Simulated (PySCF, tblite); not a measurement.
Compound: C5H11FSi.
Z-matrix (Å and degrees, GFN2-xTB geometry), rows numbered from 1:
```
C 
C   1  1.5241
Si  2  1.9124  1  116.39
C   3  1.9082  2   93.92  1  -136.61
C   4  1.5285  3  104.48  2   -13.45
C   5  1.5246  4  107.60  3    37.38
F   6  1.3860  2  110.66  1   -74.66
H   1  1.0884  2  110.70  3    55.40
H   1  1.0890  2  110.45  3   175.39
H   1  1.0875  2  110.46  3   -64.60
H   2  1.0948  1  108.03  3   124.13
H   3  1.4645  2  112.20  1   -19.90
H   3  1.4642  2  112.43  1   106.04
H   4  1.0906  3  110.85  2   104.58
H   4  1.0878  3  114.41  2  -134.63
H   5  1.0920  4  110.20  3   -80.15
H   5  1.0913  4  112.31  3   159.49
H   6  1.0978  2  110.65  1    41.92
```

Method: CAM-B3LYP/def2-SVPD in PySCF (dipole) on a GFN2-xTB geometry, gas phase.

Take the most abundant isotopes and a rigid rotor. The values belong to one conformer with, in the numbering `[CH3:1][C@@H:2]1[SiH2:3][CH2:4][CH2:5][C@H:6]1[F:7]`, C1–C2–Si3–C4 -137°, C2–Si3–C4–C5 -13°, Si3–C4–C5–C6 37°, C4–C5–C6–F7 -173°.

Question: What are A, B and C (MHz)?

Answer: Ia = 186.14, Ib = 246.02, Ic = 396.99 u·Å²; 505379 MHz·u·Å²/I gives A = 2715, B = 2054, C = 1273 MHz.

Question: What kind of rotor is it?

Answer: An asymmetric top; Ray's κ = 0.083.

Question: What does the inertial defect say?

Answer: Not planar: Δ = Ic − Ia − Ib = -35.17 u·Å². For a rigid frame Δ = −2 Σ m c², so Σ m c² = 17.58 u·Å² lies off the ab plane: 12.08 from hydrogen and 5.51 from heavier atoms. The atom farthest from that plane is 1.39 Å away.

Question: Give the coordinates in the principal-axis frame, origin at the centre of mass.

Answer: The sense of each axis is arbitrary; atoms in the order of the calculation.
```json
{"atom": "C1", "mass (u)": "12.000", "a (Å)": "0.766", "b (Å)": "2.123", "c (Å)": "0.291"}
{"atom": "C2", "mass (u)": "12.000", "a (Å)": "0.244", "b (Å)": "0.833", "c (Å)": "-0.330"}
{"atom": "Si3", "mass (u)": "27.977", "a (Å)": "-1.627", "b (Å)": "0.491", "c (Å)": "-0.136"}
{"atom": "C4", "mass (u)": "12.000", "a (Å)": "-1.380", "b (Å)": "-1.350", "c (Å)": "0.299"}
{"atom": "C5", "mass (u)": "12.000", "a (Å)": "0.075", "b (Å)": "-1.638", "c (Å)": "-0.073"}
{"atom": "C6", "mass (u)": "12.000", "a (Å)": "0.895", "b (Å)": "-0.404", "c (Å)": "0.286"}
{"atom": "F7", "mass (u)": "18.998", "a (Å)": "2.195", "b (Å)": "-0.552", "c (Å)": "-0.170"}
{"atom": "H8", "mass (u)": "1.008", "a (Å)": "0.513", "b (Å)": "2.171", "c (Å)": "1.349"}
{"atom": "H9", "mass (u)": "1.008", "a (Å)": "1.849", "b (Å)": "2.181", "c (Å)": "0.195"}
{"atom": "H10", "mass (u)": "1.008", "a (Å)": "0.330", "b (Å)": "2.987", "c (Å)": "-0.204"}
{"atom": "H11", "mass (u)": "1.008", "a (Å)": "0.515", "b (Å)": "0.834", "c (Å)": "-1.391"}
{"atom": "H12", "mass (u)": "1.008", "a (Å)": "-2.219", "b (Å)": "1.261", "c (Å)": "0.961"}
{"atom": "H13", "mass (u)": "1.008", "a (Å)": "-2.366", "b (Å)": "0.701", "c (Å)": "-1.382"}
{"atom": "H14", "mass (u)": "1.008", "a (Å)": "-1.527", "b (Å)": "-1.520", "c (Å)": "1.366"}
{"atom": "H15", "mass (u)": "1.008", "a (Å)": "-2.051", "b (Å)": "-2.029", "c (Å)": "-0.222"}
{"atom": "H16", "mass (u)": "1.008", "a (Å)": "0.164", "b (Å)": "-1.802", "c (Å)": "-1.149"}
{"atom": "H17", "mass (u)": "1.008", "a (Å)": "0.464", "b (Å)": "-2.522", "c (Å)": "0.435"}
{"atom": "H18", "mass (u)": "1.008", "a (Å)": "0.977", "b (Å)": "-0.297", "c (Å)": "1.376"}
```

Question: Predict some low-J microwave lines.

Answer: The dipole components are |μa| = 1.75 D, |μb| = 0.00 D, |μc| = 0.42 D. The squared components, which scale the intensities, stand as 1.00 : 0.00 : 0.06 (a : b : c). Some lines, for components of 0.1 D or more:

| type | branch | J(Ka,Kc) | MHz | lower level (cm⁻¹) |
| --- | --- | --- | --- | --- |
| c | Q | 5(3,3) ← 5(2,3) | 1572 | 1.969 |
| a | Q | 2(1,1) ← 2(1,2) | 2344 | 0.329 |
| a | Q | 5(3,2) ← 5(3,3) | 2412 | 2.021 |
| a | R | 1(0,1) ← 0(0,0) | 3327 | 0.000 |
| a | Q | 3(1,2) ← 3(1,3) | 4540 | 0.616 |
| a | Q | 5(2,3) ← 5(2,4) | 6094 | 1.765 |
| a | R | 2(1,1) ← 1(1,0) | 7436 | 0.159 |
| a | R | 3(1,3) ← 2(1,2) | 8601 | 0.329 |
| c | R | 2(1,1) ← 1(0,1) | 8878 | 0.111 |
| a | R | 3(2,2) ← 2(2,1) | 9982 | 0.473 |
| a | R | 4(0,4) ← 3(0,3) | 11281 | 0.613 |
| a | R | 5(1,5) ← 4(1,4) | 13786 | 0.990 |
| a | R | 4(3,2) ← 3(3,1) | 13837 | 0.989 |
| c | R | 3(2,2) ← 2(1,2) | 14308 | 0.329 |
| a | R | 4(2,2) ← 3(2,1) | 14963 | 0.859 |
| a | R | 5(1,4) ← 4(1,3) | 16111 | 1.223 |
| a | R | 5(4,2) ← 4(4,1) | 17499 | 1.682 |
| a | R | 5(2,3) ← 4(2,2) | 18302 | 1.358 |
| a | R | 5(3,2) ← 4(3,1) | 18684 | 1.478 |
| c | R | 4(4,1) ← 3(3,1) | 20790 | 0.989 |

Its GFN2-xTB frequencies are all real (lowest 72 cm⁻¹). Zero-point vibration and centrifugal distortion are left out. A rigid rotor knows nothing of internal rotation, which can split or shift real lines.

Time: 97 s of wall time; peak memory 1.0 GiB. Hardware: one thread of an Arm Neoverse N1, on a shared host. This is the CAM-B3LYP/def2-SVPD job that gave the dipole, with the excitations it also computed.
